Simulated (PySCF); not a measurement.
GeH6Si, SMILES [SiH3][GeH3] (connectivity only; charge and spin as stated), charge -1, multiplicity 2.

The structure is a stationary point at PBE0-D3(BJ)/def2-SVPD. The multiplicity is an assumed one; other spin states were not compared.

Two levels are set side by side: PBE/def2-TZVPD (PySCF) and ωB97X/def2-TZVPD (PySCF). Same geometry, gas phase. Differences are taken from unrounded values.

| quantity | ωB97X | PBE | PBE minus ωB97X |
|---|---|---|---|
| α-spin orbital gap (eV) | 6.58 | 1.97 | -4.61 |
| β-spin orbital gap (eV) | 9.09 | 3.61 | -5.48 |
| mean polarisability (bohr³) | 115.6 | 131.8 | 16.2 |

PBE's more diffuse valence density responds more strongly to a field. Differences between two approximate levels are no errors against the true value.

Rough cost on one machine, each run with all the roots and properties that it gave: ωB97X against PBE about 1/2.
